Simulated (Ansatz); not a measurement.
Basis-set extrapolation for `C[SiH2][Al]([AlH2])[AlH2]` (PBE0-D4/def2-TZVP geometry, frozen core, Ansatz 0.2.0). Multiplicity 1, RHF reference.

```csv
,def2-TZVPP,def2-QZVPP
HF,-1057.803579,-1057.834993
MP2 correlation,-0.534950,-0.571981
CCSD(T) correlation,-0.641340,not run
```

Energies in hartree. Use E(X) = E(∞) + A·exp(−7.88·√X) for Hartree–Fock and E(X) = E(∞) + B·X^(−2.97) for correlation, with X = 3 and 4, and add CCSD(T) minus MP2 of the smaller set to the MP2 limit.

Problem. What is the CCSD(T) energy at the basis-set limit?

Solution. HF limit: -1057.834993 + (-0.031414) × 0.13774 = -1057.83932. MP2 limit: -0.571981 + (-0.037031) × 0.74074 = -0.59941. Higher-order term: -0.641340 − (-0.534950) = -0.10639. Total: -1058.54512 hartree, 263.1 kJ/mol below CCSD(T)/def2-TZVPP.
